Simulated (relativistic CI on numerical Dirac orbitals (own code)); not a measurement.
Calculated at this level of theory: Dirac-Coulomb-Breit CI, separate exchange-only KLI orbitals for each configuration, QED by a radiative potential, unscaled Slater integrals (own radial code, finite nucleus).

Configuration list (outside the closed core [Ne]): 3s2.3p6, 3s2.3p5.3d, 3s.3p6.3d, 3s2.3p5.4s, 3s2.3p5.4p, 3s2.3p5.4d, 3s.3p6.4s, 3p6.3d.4p, 3s2.3p5.4f, 3s.3p6.4p, 3s.3p6.4d, 3s.3p6.4f, 3s2.3p5.5s, 3s2.3p5.5p, 3s2.3p5.5d, 3s2.3p5.5f, 3s2.3p5.5g, 3s.3p6.5s, 3s.3p6.5p, 3s2.3p5.6s, 3s.3p6.5d, 3s2.3p5.6p, 3p6.3d2, 3p5.3d3, 3p5.3d2.4s, 3p5.3d2.4p, 3p5.3d2.4d, 3p6.3d.4s, 3p5.3d.4s2, 3p5.3d.4s.4p, 3p5.3d.4s.4d. Double excitations out of closed p, d and f shells are left out; levels of such configurations are missing from the list, as are those of other unlisted configurations, and high levels can miss mixing partners. These lack a partner that the ground configuration has and come out too high: 3s2.3p5.4f, 3s2.3p5.5s, 3s2.3p5.5p, 3s2.3p5.5d, 3s2.3p5.5f.

At this charge energies of transitions that change n are usually good to better than 1 %, and those within a shell (Δn = 0) to a few per cent.

Outline of the computed level scheme of Nb XXIV. Lowest level of each configuration: 3s2.3p6 1S_0 at 0.000 eV; 3s2.3p5.3d 3P°_0 at 106.732 eV; 3s.3p6.3d 3D_1 at 224.077 eV; 3p6.3d2 3F_2 at 455.721 eV; 3s2.3p5.4s 3P°_2 at 539.709 eV; 3p5.3d3 5D°_2 at 557.054 eV.

Some strong electric-dipole decays among the lowest 45 levels: 3s2.3p5.4s 1P°_1 → 3s2.3p6 1S_0 (1.0e+12 s⁻¹); 3s2.3p5.3d 1P°_1 → 3s2.3p6 1S_0 (7.1e+11 s⁻¹); 3s2.3p5.4s 3P°_1 → 3s2.3p6 1S_0 (6.5e+11 s⁻¹); 3s.3p6.3d 3D_3 → 3s2.3p5.3d 3F°_4 (1.0e+11 s⁻¹); 3s.3p6.3d 3D_2 → 3s2.3p5.3d 3F°_3 (9.4e+10 s⁻¹); 3s.3p6.3d 3D_1 → 3s2.3p5.3d 3P°_1 (4.3e+10 s⁻¹); 3s.3p6.3d 3D_2 → 3s2.3p5.3d 3P°_2 (3.2e+10 s⁻¹); 3s.3p6.3d 3D_1 → 3s2.3p5.3d 3P°_2 (3.0e+10 s⁻¹).

LS names give the leading component of a level, which can be under half, so a name can repeat, a term be missing and a line seem to break the LS rules.
